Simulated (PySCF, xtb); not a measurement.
CH₂I, SMILES [CH2]I (connectivity only; charge and spin as stated), charge +1, multiplicity 1.

Harmonic wavenumbers (cm⁻¹) from xtb with GFN2-xTB at its own minimum, in rising order: 799, 843, 875, 1258, 2914, 2963.

### Question
What does PBE0-D3(BJ)/def2-TZVP (PySCF) give at its own minimum? (The exact figures need the calculation; the answer reports its results.)

### Answer
780, 886, 1020, 1414, 3124, 3263. Paired by order, the mean absolute difference is 145 cm⁻¹ and the zero-point energies are 13.8 and 15.0 kcal/mol.
